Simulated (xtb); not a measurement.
xtb input (GFN1-xTB):

```bash
xtb mol.xyz --gfn 1 --opt tight --chrg 0 --uhf 0
```
mol.xyz:
```
11

B     -0.00504885     0.07027851    -0.02206237
C      1.51726017    -0.31977817    -0.03089669
C     -1.12787398    -0.95318652     0.40455145
O     -0.31866220     1.34420214    -0.40592128
H      2.14051365     0.41035576    -0.54856856
H      1.68309054    -1.30530359    -0.47471906
H      1.87953262    -0.39379791     1.00119049
H     -2.11204501    -0.50431847     0.56583324
H     -1.24043476    -1.71361619    -0.37664478
H     -0.85129881    -1.49839539     1.31096394
H     -1.26113342     1.53785438    -0.36230162
```

End of the output:

```
     2   6 C        5   1 H                                       1.0890600
     2   6 C        6   1 H                                       1.0901880
     2   6 C        7   1 H                                       1.0916559
     3   6 C        8   1 H                                       1.0902720
     3   6 C        9   1 H                                       1.0912470
     3   6 C       10   1 H                                       1.0899963
     4   8 O       11   1 H                                       0.9603398 (min)

 * 4 distinct bonds (by element types)

   Z      Z             #   av. dist./Å        max./Å        min./Å
   1 H    6 C           6     1.0904032     1.0916559     1.0890600
   5 B    6 C           2     1.5798644     1.5844183     1.5753105
Note: The following floating-point exceptions are signalling: IEEE_DENORMAL
normal termination of xtb
   1 H    8 O           1     0.9603398     0.9603398     0.9603398
   5 B    8 O           1     1.3598179     1.3598179     1.3598179

optimized geometry written to: xtbopt.xyz

           -------------------------------------------------
          | TOTAL ENERGY              -14.183293364122 Eh   |
          | GRADIENT NORM               0.000106455227 Eh/α |
          | HOMO-LUMO GAP               6.341985463826 eV   |
           -------------------------------------------------

------------------------------------------------------------------------
------------------------------------------------------------------------
 total:
 SCF:
 ANC optimizer:
```
